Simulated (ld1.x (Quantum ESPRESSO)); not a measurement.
What one change does to a pseudopotential (P, TM)

```json
{"Element": "phosphorus (P)", "Generator": "ld1.x (Quantum ESPRESSO) 7.5", "Type": "norm-conserving Troullier–Martins (Kleinman–Bylander form)", "Functional": "BLYP", "Relativity": "scalar-relativistic", "Frozen core": "[Ne]", "Valence charge": "5", "Reference configuration": "3s2 3p2.5 (charge +0.5)", "Partial waves": "3p (bound): rc 1.70 bohr; 3s (bound): rc 1.65 bohr", "Local potential": "the s channel", "Core correction": "none"}
```

All-electron outer shells of the reference configuration (BLYP, scalar-relativistic, ld1.x):

```json
{"shell": "3s", "level (eV)": "-18.28", "outermost node (bohr)": "0.65", "outermost maximum (bohr)": "1.56"}
{"shell": "3p", "level (eV)": "-9.51", "outermost node (bohr)": "0.64", "outermost maximum (bohr)": "1.79"}
```

Change: core correction a·sin(br)/r model core inside 0.92 bohr.

Cutoffs: the cutoffs (Ry, on a coarse ladder) from which the occupation-weighted sum of valence levels, in a spherical-Bessel basis at the reference potential, stays within 10 and 1 mRy of its value at 400 Ry; they do not see the model core or the augmentation charge, which bear on the density cutoff. Errors are all-electron minus pseudo energies relative to the spin-unpolarised reference configuration.

Task: How do hardness, ghosts and transferability respond?

Result: The potential gets neither clearly harder nor softer (25 Ry and 50 Ry → 25 Ry and 50 Ry); of the 7 tests that both files solve, the error grows in 1 and shrinks in 5 by more than 15 % and 0.3 meV (median size 2.4 → 6.3 meV); neither file shows a bound ghost. A model core, the more so a compact one, raises the density cutoff, which this test does not measure.

```csv
quantity,base,changed
"cutoff, loose",25 Ry,25 Ry
"cutoff, tight",50 Ry,50 Ry
bound ghosts,none,none
"error for 3s2 3p3, meV [ΔE -3.70 eV]",+1.1,+1.0
"error for 3s2 3p2, meV [ΔE 5.88 eV]",+1.3,+0.9
"error for 3s2 3p1, meV [ΔE 24.89 eV]",+23,+16
"error for 3s0 3p5, meV [ΔE 13.56 eV]",+2.4,-6.3
"error for 3s1 3p0, meV [ΔE 106.63 eV]",+452,+152
"error for 3s2 3p0, meV [ΔE 54.56 eV]",+113,+63
"error for 3s2 3p3.3, meV [ΔE -4.96 eV]",+2.2,+1.8
s: phases at 1.84 bohr within 0.05 rad from the reference energy up to (Ry; the scan ends near 5),4.1,4.1
p: phases at 1.84 bohr within 0.05 rad from the reference energy up to (Ry; the scan ends near 5),4.6,4.6
```
